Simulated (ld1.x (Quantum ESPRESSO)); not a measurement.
# Scattering properties, RRKJ potential for F (Z = 9)

fluorine, norm-conserving RRKJ (Kleinman–Bylander form), made with ld1.x (Quantum ESPRESSO) 7.5 (LDA (PZ), scalar-relativistic). Core [He], reference 2s2 2p3 (charge +2). Waves: 2s (bound): rc 0.75 bohr; 2p (bound): rc 1.70 bohr. Local part: the p channel. Core correction: none.

The phase is arctan(r·u′/u) with u = r·R(r), unwrapped; energies in Ry, scanned from -7 to 5 Ry. A pole is an energy at which the radial function vanishes at the test radius. The pseudo phase is shifted by a multiple of π to meet the all-electron one at the reference energy, and phase errors are pseudo minus all-electron; the curves can meet again beyond the range given. Levels narrower than the energy grid can be missing from the lists of poles.

Problem. For each channel, where are the poles, and over which energies does the pseudopotential scatter like the atom?

Solution.

```json
{"channel": "s", "radius (bohr)": "1.84", "reference energy (Ry)": "-4.97", "poles, all-electron": "-4.61", "poles, pseudo": "-4.60", "unbroken range about the reference energy with phases within 0.05 rad": "below -1.5", "phase error 1 Ry above the reference energy (rad)": "+0.008"}
{"channel": "p", "radius (bohr)": "1.84", "reference energy (Ry)": "-3.61", "poles, all-electron": "-3.25", "poles, pseudo": "-3.23", "unbroken range about the reference energy with phases within 0.05 rad": "below -1.3", "phase error 1 Ry above the reference energy (rad)": "+0.017"}
```

Phases in the s channel:

```
E (Ry)  all-electron  pseudo
 -7.00         1.265   1.270
 -6.74         1.244   1.250
 -6.48         1.216   1.223
 -6.22         1.177   1.185
 -5.96         1.113   1.123
 -5.70         0.991   1.004
 -5.44         0.655   0.676
 -5.18        -0.524  -0.513
 -4.92        -1.325  -1.325
 -4.66        -1.546  -1.543
 -4.40        -1.643  -1.638
 -4.14        -1.700  -1.693
 -3.88        -1.740  -1.731
 -3.62        -1.771  -1.760
 -3.36        -1.799  -1.786
 -3.10        -1.824  -1.808
 -2.84        -1.849  -1.831
 -2.58        -1.875  -1.853
 -2.32        -1.902  -1.875
 -2.06        -1.932  -1.900
 -1.80        -1.966  -1.926
 -1.54        -2.005  -1.956
 -1.28        -2.050  -1.989
 -1.02        -2.106  -2.029
 -0.76        -2.175  -2.075
 -0.50        -2.262  -2.131
 -0.24        -2.377  -2.201
  0.02        -2.528  -2.290
  0.28        -2.729  -2.405
  0.54        -2.983  -2.556
  0.80        -3.273  -2.752
  1.06        -3.558  -2.997
  1.32        -3.799  -3.274
  1.58        -3.986  -3.547
  1.84        -4.126  -3.781
  2.10        -4.232  -3.966
  2.36        -4.313  -4.107
  2.62        -4.377  -4.215
  2.88        -4.429  -4.298
  3.14        -4.471  -4.364
  3.40        -4.506  -4.418
  3.66        -4.536  -4.462
  3.92        -4.561  -4.499
  4.18        -4.584  -4.530
  4.44        -4.604  -4.558
  4.70        -4.621  -4.582
  4.96        -4.638  -4.603
```
